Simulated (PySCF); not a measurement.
**How methods differ on the interval between two levels of Ba**

Ba [Xe] 6s2 → Ba [Xe] 6s1 6p1 [3P2, M_J = 2], as a difference of total energies. Calculation: PySCF 2.14, in x2c-TZVPall-2c with one added diffuse shell each of s, p, d type (12s12p10d1f, 105 functions); the two-component X2C-1e Hamiltonian. Correlated levels: [Kr] 4d10 frozen; the 24 highest virtual spinors dropped. "Screened" scales the spin-orbit matrix elements by Boettger's factors to mimic the two-electron term; Breit and QED terms are absent.

```tsv
method	interval between two levels (cm⁻¹)	error (cm⁻¹)
GHF (screened spin-orbit)	7272.1	-6243
GMP2 (screened spin-orbit)	12972	-543
```

Reference: 13515 cm⁻¹ (measured; NIST Handbook of Basic Atomic Spectroscopic Data (Sansonetti and Martin, J. Phys. Chem. Ref. Data 34, 1559 (2005))).

Errors of the correlated levels include the incompleteness of this basis and the frozen core.

The labels give the starting determinants; with spin-orbit coupling the two ends relaxed to ⟨J²⟩ = 0.00, ⟨L²⟩ = 0.04, ⟨S²⟩ = 0.04 and ⟨J²⟩ = 6.04, ⟨L²⟩ = 2.08, ⟨S²⟩ = 2.04.
